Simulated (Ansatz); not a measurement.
Consider the formal exchange of groups at a B–N bond: `NB[SeH]` + `SCCS` → `B[SeH]` + `NC(S)CS`.

Computed with Ansatz on PBE0-D4/def2-TZVP structures; ΔE is electronic, products minus reactants. CCSD(T)/CBS is the MP2 limit (def2-TZVPP, def2-QZVPP) plus CCSD(T) − MP2 in def2-TZVPP, frozen cores. This one scheme is used for every species. Functionals use def2-TZVPP. B3LYP here is the variant with VWN-RPA as its local correlation; programs differ in this. For Se outer-core shells are correlated without core-valence functions, which leaves a few kJ/mol of doubt a bond. Scalar relativity is left out up to krypton. Each species was taken in one conformer, which may not be the lowest.

(1) Is it downhill or uphill in electronic energy at CCSD(T)/CBS, and by how much? (An estimate is asked.)

(2) What do these levels give: PBE-D4, B3LYP-D4, ωB97M-V, r2SCAN, CCSD(T)/def2-TZVPP, MP2/def2-QZVPP? (Best estimate.)

Largest T1 diagnostic among the species: 0.013.

Answers

(1) Ansatz gave: Uphill: ΔE = +1.90 eV.

(2) The calculation gave: PBE-D4 1.90, B3LYP-D4 1.94, ωB97M-V 1.94, r2SCAN 1.95, CCSD(T)/def2-TZVPP 1.89, MP2/def2-QZVPP 1.94 eV.

In def2-TZVPP, CCSD(T) changes the Hartree–Fock value by −0.09 eV (the triples alone add −0.03 eV) and MP2 by −0.04 eV. The D4 term adds −0.04 eV with B3LYP and −0.02 eV with PBE0; it sums over pairs of atoms, weighted by their polarisabilities, and B3LYP, whose exchange is more repulsive, gets the larger term.
